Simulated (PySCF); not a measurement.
dimethyl telluride (C2H6Te), SMILES C[Te]C.

Geometry: B3LYP-D3(BJ)/def2-SVP. The def2 effective core potentials stand for the cores of Te; spin–orbit coupling is left out.

Two levels are set side by side: TDA-PBE/def2-SVPD (PySCF) and TDA-LC-ωPBE/def2-SVPD (PySCF). Vertical, same geometry. The lowest singlet is HOMO→LUMO 100 % with PBE and HOMO→LUMO 71 %, HOMO→LUMO+4 26 % with the other functional; states are paired by order. Differences are taken from unrounded values.

| quantity | TDA-LC-ωPBE | TDA-PBE | TDA-PBE minus TDA-LC-ωPBE |
|---|---|---|---|
| lowest singlet excitation (eV) | 3.81 | 3.44 | -0.37 |
| lowest triplet excitation (TDA) (eV) | 3.22 | 2.97 | -0.25 |
| first bright state (f over 0.05) (eV) | 5.94 | 4.61 | -1.33 |
| its oscillator strength | 0.15 | 0.06 | -0.08 |

A lower first singlet is the usual sign of a functional without exact exchange. Differences between two approximate levels are no errors against the true value.

Rough cost on one machine, each run with all the roots and properties that it gave: TDA-LC-ωPBE against TDA-PBE about 2 times.
